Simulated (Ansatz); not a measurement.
`[SiH3]O[SiH2]S` and `C[SiH2]O[SiH3]` differ in one atom or group.

Ansatz, PBE0-D4/def2-TZVP geometries, multiplicity 1. Each molecule was computed in one conformer, which needn't be the lowest.

| property | `[SiH3]O[SiH2]S` |
| --- | --- |
| HOMO–LUMO gap (PBE/def2-TZVPP) / eV | 5.62 |
| size of the dipole moment (ωB97M-V/def2-TZVPP) / D | 0.66 |
| HOMO–LUMO gap (PBE0/def2-TZVPP) / eV | 7.71 |
| LUMO energy (PBE/def2-TZVPP) / eV | -0.93 |
| LUMO energy (B3LYP/def2-TZVPP) / eV | -0.28 |
| HOMO energy (PBE/def2-TZVPP) / eV | -6.55 |

Problem. What does the change do to each property? (Estimate.)

Solution. Ansatz gave: 
```csv
property,`C[SiH2]O[SiH3]`,shift
HOMO–LUMO gap (PBE/def2-TZVPP) / eV,6.33,0.71
size of the dipole moment (ωB97M-V/def2-TZVPP) / D,0.67,0.01
HOMO–LUMO gap (PBE0/def2-TZVPP) / eV,8.61,0.90
LUMO energy (PBE/def2-TZVPP) / eV,-0.78,0.15
LUMO energy (B3LYP/def2-TZVPP) / eV,-0.12,0.16
HOMO energy (PBE/def2-TZVPP) / eV,-7.11,-0.56
```

With PBE0 the HOMO falls by 0.73 eV and the LUMO rises by 0.16 eV, so the gap widens by about 0.89 eV. PBE moves the HOMO by -0.56 eV and ωB97M-V by -0.82 eV. The zero-point energy changes by 69.5 kJ/mol with +6 modes. Dipoles are sizes alone; their direction can turn.

B3LYP here is the variant with VWN-RPA as its local correlation; programs differ in this.
